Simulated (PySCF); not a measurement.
Mg(OH)(OMe) (CH4MgO2), SMILES C[O][Mg][OH]. Atoms are numbered in the order given.

```xyz
8

Mg     0.0000     0.0000     0.7095
O      0.0000     0.0000     2.4695
H      0.0000     0.0000     3.4224
O      0.0000     0.0000    -1.0603
C      0.0000     0.0000    -2.4399
H     -0.8905     0.5141    -2.8571
H      0.8905     0.5141    -2.8571
H      0.0000    -1.0282    -2.8571
```

Geometry optimised at B3LYP-D3(BJ)/def2-SVP. One conformer was computed; it need not be the lowest.

The numbers are results of B3LYP-D3(BJ)/def2-SVP in PySCF, not measurements.

Frequencies are harmonic and unscaled.

Modes within 1.5 cm⁻¹ of each other (mostly degenerate sets) share a row, with their intensities summed.

Computed normal modes with their intensities:
```tsv
mode	ν (cm⁻¹)	IR (km/mol)	Raman (Å⁴/amu)	depolarisation	moving atoms (share of kinetic energy)
1–2	65	124.3	0.3	0.75	O 45 %, H 34 %, Mg 11 %, C 10 %
3–4	94	195.9	0.5	0.75	H 66 %, O 24 %, C 9 %
5–6	175	86.7	1.0	0.75	Mg 51 %, O 35 %, H 15 %
7	505	0.0	11.8	0.10	O 54 %, C 29 %, H 10 %
8	874	67.4	0.4	0.00	Mg 55 %, O 35 %
9–10	1187	0.0	0.1	–	H 76 %, C 19 %
11	1280	377.6	2.8	0.17	O 60 %, C 35 %
12–13	1474	0.1	45.0	0.75	H 96 %
14	1485	35.9	15.6	0.74	H 87 %, C 11 %
15	2942	161.0	155.5	0.00	H 98 %
16–17	2998	148.5	280.1	0.75	H 90 %, C 10 %
18	4051	128.2	141.1	0.21	H 94 %
```
